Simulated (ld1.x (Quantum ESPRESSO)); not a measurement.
What the settings do to the PAW potential of palladium

Base potential:

palladium, PAW, made with ld1.x (Quantum ESPRESSO) 7.5 (PBE, fully relativistic). Core [Kr], reference 4d10 5s0 5p0. Waves: 5s (bound, empty): rcut 2.00, rcutus 2.55 bohr; 5s channel at 0.95 Ry: rcut 2.00, rcutus 2.55 bohr; 5p (bound, empty): rcut 2.75, rcutus 3.70 bohr; 5p channel at 0.8 Ry: rcut 2.75, rcutus 3.70 bohr; 4d (bound): rcut 1.05, rcutus 1.45 bohr; 4d channel at 1.3 Ry: rcut 1.05, rcutus 1.45 bohr. Local part: all-electron potential smoothed inside 2.20 bohr (lloc = -1). Core correction: a·sin(br)/r model core, default radius (core density twice the valence density). Augmentation charge: BESSEL, radius 1.05 bohr.

Open shells are filled in proportion to 2j + 1 (rel_dist='average').

All-electron outer shells of the reference configuration (PBE, scalar-relativistic, ld1.x):

| shell | level (eV) | outermost node (bohr) | outermost maximum (bohr) |
| --- | --- | --- | --- |
| 4s | -85.33 | 0.45 | 0.85 |
| 4p | -51.20 | 0.46 | 0.91 |
| 4d | -4.05 | 0.45 | 1.10 |
| 5s | -3.32 | 1.15 | 2.67 |
| 5p | -0.31 | 1.32 | 4.52 |

Cutoffs, loose and tight: the cutoffs (Ry, on a coarse ladder) from which the occupation-weighted sum of valence levels, in a spherical-Bessel basis at the reference potential, stays within 10 and 1 mRy of its value at 400 Ry. They do not see the model core or the augmentation charge, which bear on the density cutoff. Test errors are all-electron minus pseudo excitation energies from the reference, over the configurations 4d9 5s0 5p0; 4d8 5s0 5p0; 4d7 5s0 5p0; 4d8 5s1 5p0; 4d9 5s0 5p1; 4d9.5 5s0 5p0; 4d6 5s0 5p0. A dash means not determined; rows that change the core or the reference have their own tests. The largest error is taken over the tests solved by every variant that gives reliable tests at all: 4d6 5s0 5p0; 4d7 5s0 5p0; 4d8 5s0 5p0; 4d9 5s0 5p0; 4d9.5 5s0 5p0.

Cutoffs are not given where the Bessel-basis levels miss the radial ones by over 6 mRy, ghosts where they miss by over 20 mRy; a channel whose overlap is not positive is not tested.

The default core radius of the base comes out at 0.86 bohr.

| change | outcome | cutoff, loose | cutoff, tight | bound ghosts | largest test error (meV) |
| --- | --- | --- | --- | --- | --- |
| base | generated | – | – | not determined | -1464 |
| local potential all-electron potential smoothed inside 1.55 bohr (lloc = -1) | generated | – | – | not determined | -1459 |
| wave 5s channel at 0.95 Ry: rcut 2.00, rcutus 2.55 bohr becomes 5s channel at 0.71 Ry: rcut 2.00, rcutus 2.55 bohr | generated | – | – | not determined | -1464 |
| waves 5s (bound): rcut 1.80, rcutus 1.90 bohr; 5s channel at 0.95 Ry: rcut 1.80, rcutus 1.90 bohr | generated | – | – | not determined | -1464 |
| waves 4d (bound): rcut 1.05, rcutus 1.94 bohr; 4d channel at 1.3 Ry: rcut 1.05, rcutus 1.94 bohr | generated | – | – | not determined | -1437 |
| augmentation GAUSS, radius 1.00 bohr | generated | – | – | not determined | -1464 |
| core [Ar] 3d10, valence charge 18; reference 4s2 4p6 4d10 5s0 5p0; waves now 4s (bound): rcut 1.30, rcutus 1.75 bohr; 5s (bound): rcut 1.30, rcutus 1.75 bohr; 4p (bound): rcut 1.75, rcutus 1.95 bohr; 5p (bound): rcut 1.75, rcutus 1.95 bohr; 4d (bound): rcut 1.25, rcutus 1.65 bohr; 4d channel at 1.3 Ry: rcut 1.25, rcutus 1.65 bohr; local potential all-electron potential smoothed inside 1.35 bohr (lloc = -1); core correction a·sin(br)/r model core inside 0.85 bohr; augmentation BESSEL, radius 1.10 bohr | generated | – | – | not determined | test run stopped at test 2 of 7 (negative rho) |
| local potential all-electron potential smoothed inside 3.98 bohr (lloc = -1) | generated | – | – | not determined | -1595 |
| waves 5p (bound): rcut 2.75, rcutus 4.68 bohr; 5p channel at 0.8 Ry: rcut 2.75, rcutus 4.68 bohr | generated | – | – | not determined | -1464 |
| scalar-relativistic | generated | 50 Ry | 90 Ry | none | -1469 |
| type ultrasoft; local potential all-electron potential smoothed inside 3.05 bohr (lloc = -1); augmentation built from norm-conserving waves at rcut, not smoothed further | generated | 50 Ry | 90 Ry | none | -1437 |
| core correction a·sin(br)/r model core inside 0.70 bohr | generated | – | – | not determined | -1464 |
